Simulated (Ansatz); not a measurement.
Consider the hydrogenolysis of the Se–C bond: `C[Se][Si](F)(F)F` + H₂ → `F[Si](F)(F)[SeH]` + CH₄.

Computed with Ansatz on PBE0-D4/def2-TZVP structures; ΔE is electronic, products minus reactants. CBS: MP2 limit from def2 TZ/QZ plus the TZ coupled-cluster correction, frozen cores. This one scheme is used for every species. DFT in def2-TZVPP. B3LYP here is the variant with VWN-RPA as its local correlation; programs differ in this. HSE06 is defined as in plane-wave codes. For Se outer-core shells are correlated without core-valence functions, which leaves a few kJ/mol of doubt a bond. Scalar relativity is left out up to krypton. Each species was taken in one conformer, which may not be the lowest.

```json
{"level": "LDA (SPW92)", "ΔE (kJ/mol)": "-73.9", "difference from CCSD(T)/CBS": "-3.1"}
{"level": "PBE-D4", "ΔE (kJ/mol)": "-67.2", "difference from CCSD(T)/CBS": "3.6"}
{"level": "revPBE-D4", "ΔE (kJ/mol)": "-60.9", "difference from CCSD(T)/CBS": "9.9"}
{"level": "BLYP-D4", "ΔE (kJ/mol)": "-65.8", "difference from CCSD(T)/CBS": "5.0"}
{"level": "r2SCAN-D4", "ΔE (kJ/mol)": "-71.9", "difference from CCSD(T)/CBS": "-1.1"}
{"level": "B97M-V", "ΔE (kJ/mol)": "-80.7", "difference from CCSD(T)/CBS": "-9.9"}
{"level": "PBE0-D4", "ΔE (kJ/mol)": "-71.9", "difference from CCSD(T)/CBS": "-1.1"}
{"level": "B3LYP-D4", "ΔE (kJ/mol)": "-71.2", "difference from CCSD(T)/CBS": "-0.4"}
{"level": "r2SCANh-D4", "ΔE (kJ/mol)": "-73.1", "difference from CCSD(T)/CBS": "-2.3"}
{"level": "r2SCAN0-D4", "ΔE (kJ/mol)": "-74.9", "difference from CCSD(T)/CBS": "-4.1"}
{"level": "HSE06-D4", "ΔE (kJ/mol)": "-72.0", "difference from CCSD(T)/CBS": "-1.2"}
{"level": "BHLYP-D4", "ΔE (kJ/mol)": "-76.5", "difference from CCSD(T)/CBS": "-5.7"}
{"level": "CAM-B3LYP-D4", "ΔE (kJ/mol)": "-77.2", "difference from CCSD(T)/CBS": "-6.4"}
{"level": "ωB97X-V", "ΔE (kJ/mol)": "-72.5", "difference from CCSD(T)/CBS": "-1.7"}
{"level": "B2PLYP", "ΔE (kJ/mol)": "-76.2", "difference from CCSD(T)/CBS": "-5.4"}
{"level": "PBE-QIDH", "ΔE (kJ/mol)": "-74.4", "difference from CCSD(T)/CBS": "-3.6"}
{"level": "PBE", "ΔE (kJ/mol)": "-73.3", "difference from CCSD(T)/CBS": "-2.5"}
{"level": "revPBE", "ΔE (kJ/mol)": "-74.4", "difference from CCSD(T)/CBS": "-3.6"}
{"level": "BLYP", "ΔE (kJ/mol)": "-78.4", "difference from CCSD(T)/CBS": "-7.6"}
{"level": "r2SCAN", "ΔE (kJ/mol)": "-73.5", "difference from CCSD(T)/CBS": "-2.7"}
{"level": "PBE0", "ΔE (kJ/mol)": "-77.3", "difference from CCSD(T)/CBS": "-6.5"}
{"level": "B3LYP", "ΔE (kJ/mol)": "-81.0", "difference from CCSD(T)/CBS": "-10.2"}
{"level": "r2SCANh", "ΔE (kJ/mol)": "-74.9", "difference from CCSD(T)/CBS": "-4.1"}
{"level": "r2SCAN0", "ΔE (kJ/mol)": "-76.8", "difference from CCSD(T)/CBS": "-6.0"}
{"level": "HSE06", "ΔE (kJ/mol)": "-77.0", "difference from CCSD(T)/CBS": "-6.2"}
{"level": "BHLYP", "ΔE (kJ/mol)": "-84.8", "difference from CCSD(T)/CBS": "-14.0"}
{"level": "CAM-B3LYP", "ΔE (kJ/mol)": "-82.7", "difference from CCSD(T)/CBS": "-11.9"}
{"level": "LC-ωPBE", "ΔE (kJ/mol)": "-79.6", "difference from CCSD(T)/CBS": "-8.8"}
{"level": "HF/def2-SVP", "ΔE (kJ/mol)": "-98.5", "difference from CCSD(T)/CBS": "-27.7"}
{"level": "MP2/def2-SVP", "ΔE (kJ/mol)": "-80.2", "difference from CCSD(T)/CBS": "-9.4"}
{"level": "CCSD/def2-SVP", "ΔE (kJ/mol)": "-88.3", "difference from CCSD(T)/CBS": "-17.5"}
{"level": "HF/def2-TZVPP", "ΔE (kJ/mol)": "-91.6", "difference from CCSD(T)/CBS": "-20.8"}
{"level": "MP2/def2-TZVPP", "ΔE (kJ/mol)": "-66.8", "difference from CCSD(T)/CBS": "4.0"}
{"level": "SCS-MP2/def2-TZVPP", "ΔE (kJ/mol)": "-70.0", "difference from CCSD(T)/CBS": "0.8"}
{"level": "CCSD/def2-TZVPP", "ΔE (kJ/mol)": "-76.6", "difference from CCSD(T)/CBS": "-5.8"}
{"level": "CCSD(T)/def2-TZVPP", "ΔE (kJ/mol)": "-71.9", "difference from CCSD(T)/CBS": "-1.1"}
{"level": "HF/def2-QZVPP", "ΔE (kJ/mol)": "-91.7", "difference from CCSD(T)/CBS": "-20.9"}
{"level": "MP2/def2-QZVPP", "ΔE (kJ/mol)": "-66.2", "difference from CCSD(T)/CBS": "4.6"}
{"level": "SCS-MP2/def2-QZVPP", "ΔE (kJ/mol)": "-69.5", "difference from CCSD(T)/CBS": "1.3"}
{"level": "CCSD/CBS(def2)", "ΔE (kJ/mol)": "-75.4", "difference from CCSD(T)/CBS": "-4.6"}
{"level": "CCSD(T)/CBS", "ΔE (kJ/mol)": "-70.8", "difference from CCSD(T)/CBS": "0"}
```

Largest T1 diagnostic among the species: 0.011.

From r2SCAN to r2SCAN0 (25 % exact exchange), in def2-TZVPP and without D4, ΔE moves by −3.3 kJ/mol. At CCSD(T), def2-SVP lies −13.9 kJ/mol from the extrapolated value and def2-TZVPP −1.1 kJ/mol.

CCSD(T)/CBS has its own doubt, a few kJ/mol and more with outer-core shells, so smaller differences from it don't rank the levels.
